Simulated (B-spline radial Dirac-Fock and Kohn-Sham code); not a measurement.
**Binding energies of Ta at several levels of theory**

System: the Ta atom in the configuration [Xe] 4f14 5d3 6s1 6p1 (an excited configuration).

The density-functional columns are spherical, spin-unpolarised Dirac-Kohn-Sham results without Breit or QED terms: −ε is minus the orbital energy of the initial state and ΔSCF the difference of two total energies. The reference in the last column comes from multi-electron Dirac-Fock with separately optimised hole states, Breit and Lamb-shift corrections added in first order. All numbers are from a radial finite-basis atomic code, in eV; a selection of levels is shown. For the 1s level of heavy atoms much of the gap between ΔSCF and the reference is the Breit and QED part, -333.6 eV here; for other levels the error of the functional can be larger.

```tsv
level	LDA −ε	LDA ΔSCF	Dirac-Fock
K	67198.5	67740.2	67418.3
L1	11541.0	11637.8	11696.1
L2	11035.9	11161.2	11144.6
L3	9767.2	9875.0	9888.8
M1	2644.4	2670.4	2722.8
M2	2418.8	2447.0	2480.0
M3	2145.7	2171.1	2206.2
M4	1762.5	1793.6	1801.5
M5	1703.0	1733.1	1743.1
N1	539.6	550.7	580.0
N2	446.5	457.5	479.5
N3	383.4	394.0	416.6
N4	230.0	240.2	251.3
N5	218.4	228.5	239.7
N6	27.49	36.55	32.81
N7	25.50	34.47	30.92
O2	47.43	53.29	52.73
O3	38.59	44.12	43.99
O4,5	5.09	9.17	7.75
P1	6.59	9.61	8.17
P2,3	2.24	4.47	3.72
```

Values without a named source are computed, but for edge energies of neutral atoms, which are taken from tables.
